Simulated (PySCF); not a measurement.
Molfile (atoms numbered from 1):
```
C3H11NOSi2
     RDKit          3D

 18 17  0  0  0  0  0  0  0  0999 V2000
   -1.7589   -1.1639   -0.9703 C   0  0  0  0  0  0  0  0  0  0  0  0
   -1.6195   -0.2278   -0.0429 C   0  0  0  0  0  0  0  0  0  0  0  0
   -2.8099    0.3091    0.6893 C   0  0  0  0  0  0  0  0  0  0  0  0
    0.0259    0.5630    0.4338 Si  0  0  0  0  0  4  0  0  0  0  0  0
    1.3255   -0.4197   -0.1361 N   0  0  0  0  0  0  0  0  0  0  0  0
    3.0111   -0.0230   -0.2005 Si  0  0  0  0  0  4  0  0  0  0  0  0
    3.3532    1.0637    0.9504 O   0  0  0  0  0  0  0  0  0  0  0  0
   -0.9194   -1.5595   -1.5183 H   0  0  0  0  0  0  0  0  0  0  0  0
   -2.7220   -1.5807   -1.2295 H   0  0  0  0  0  0  0  0  0  0  0  0
   -2.8747    1.3876    0.5532 H   0  0  0  0  0  0  0  0  0  0  0  0
   -2.7066    0.1223    1.7572 H   0  0  0  0  0  0  0  0  0  0  0  0
   -3.7357   -0.1465    0.3416 H   0  0  0  0  0  0  0  0  0  0  0  0
    0.0923    1.9253   -0.1132 H   0  0  0  0  0  0  0  0  0  0  0  0
    0.1204    0.6395    1.9049 H   0  0  0  0  0  0  0  0  0  0  0  0
    1.0643   -1.2410   -0.6533 H   0  0  0  0  0  0  0  0  0  0  0  0
    3.7196   -1.2894   -0.0035 H   0  0  0  0  0  0  0  0  0  0  0  0
    3.4023    0.6954   -1.4063 H   0  0  0  0  0  0  0  0  0  0  0  0
    3.0232    0.9519    1.8374 H   0  0  0  0  0  0  0  0  0  0  0  0
  1  2  2  0
  2  3  1  0
  2  4  1  0
  4  5  1  0
  5  6  1  0
  6  7  1  0
  1  8  1  0
  1  9  1  0
  3 10  1  0
  3 11  1  0
  3 12  1  0
  4 13  1  0
  4 14  1  0
  5 15  1  0
  6 16  1  0
  6 17  1  0
  7 18  1  0
M  END
```

Geometry: GFN2-xTB; GIAO shifts from PySCF 2.14.0 with density-fitted response routines, gas phase, non-relativistic, averaged over equivalent atoms.

At LC-wPBE/def2-SVP (161 basis functions, 26 s wall time on 1 thread of an Arm Neoverse V2, shared host):
```json
{"atoms": "C2", "δ (ppm)": "143.3"}
{"atoms": "C1", "δ (ppm)": "128.2"}
{"atoms": "C3", "δ (ppm)": "23.2"}
{"atoms": "Si6", "δ (ppm)": "-36.1"}
{"atoms": "Si4", "δ (ppm)": "-52.3"}
{"atoms": "N5", "δ (ppm)": "8.9"}
{"atoms": "O7", "δ (ppm)": "23.2"}
{"atoms": "H9", "δ (ppm)": "6.04"}
{"atoms": "H8", "δ (ppm)": "5.35"}
{"atoms": "H16/H17", "δ (ppm)": "5.04"}
{"atoms": "H13/H14", "δ (ppm)": "4.89"}
{"atoms": "H10/H11/H12", "δ (ppm)": "1.81"}
{"atoms": "H18", "δ (ppm)": "1.43"}
{"atoms": "H15", "δ (ppm)": "-0.59"}
```

References, each an isolated molecule treated in the same way: $^{13}$C (σref 200.20), $^{29}$Si (σref 404.54), $^{1}$H (σref 31.86) against TMS; $^{15}$N (σref 274.14) vs NH3; H2O for $^{17}$O (σref 348.38).

Problem. Estimate the result of repeating the calculation with PBE0/def2-SVP.

Solution. 
```tsv
atoms	δ at PBE0/def2-SVP	change
C2	141.3	-2.0
C1	123.9	-4.3
C3	24.6	+1.4
Si6	-39.3	-3.2
Si4	-53.6	-1.3
N5	12.6	+3.7
O7	27.4	+4.2
H9	5.95	-0.09
H8	5.25	-0.10
H16/H17	5.25	+0.21
H13/H14	5.10	+0.21
H10/H11/H12	1.87	+0.06
H18	1.40	-0.03
H15	-0.63	-0.04
```

Scale: $^{13}$C (196.16 ppm) and $^{29}$Si (403.74 ppm) and $^{1}$H (31.81 ppm) vs TMS; $^{15}$N (271.96 ppm) against NH3; $^{17}$O (344.62 ppm) vs H2O (reference shieldings calculated alike).

The largest change is at C1 (terminal =CH2 carbon). Cost: 161 basis functions, 15 s wall time on 1 thread of an Arm Neoverse V2, shared host. The order of the carbon signals is the same at both levels.

Experimental scales use liquid or dissolved standards, which lie at an offset from isolated NH3 (liquid NH3: subtract about 20 ppm) and H2O (liquid H2O: subtract about 36 ppm).
